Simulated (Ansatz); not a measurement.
def2 core potentials replace the inner electrons of Sn.

Species: C7H10O3Sn, SMILES `[OH][Sn]([OH])([OH])[CH2]c1ccccc1` (charge 0, multiplicity 1).

Problem. Give a relaxed geometry from PBE0-D3(BJ)/def2-SVP (Ansatz, a program for electronic structure).

Solution. Several could match; the one computed here: the end point of this relaxation, one of several conformers (outside a Z-matrix the atoms follow the SMILES, hydrogens last).
Z-matrix (Å, degrees):
```
C
C 1 1.4016
C 2 1.3931 1 120.80
H 3 1.0927 2 119.58 1 -179.82
H 2 1.0934 3 119.85 4 0.61
C 3 1.3940 4 120.08 2 179.92
H 6 1.0923 3 120.31 4 0.07
C 6 1.3947 7 120.26 3 -179.99
H 8 1.0928 6 120.10 7 0.15
C 8 1.3929 9 119.65 6 -179.89
H 10 1.0939 8 119.71 9 -0.41
C 1 1.4956 2 120.99 5 2.31
H 12 1.0982 1 112.85 2 -22.37
H 12 1.0989 13 109.18 1 126.39
Sn 12 2.1488 13 107.25 14 115.88
O 15 1.9762 12 106.34 13 32.45
H 16 0.9646 15 111.95 12 -179.90
O 15 1.9778 16 108.71 17 -51.75
H 18 0.9660 15 109.29 16 119.33
O 15 1.9821 16 111.07 17 59.11
H 20 0.9658 15 110.87 16 84.14
```
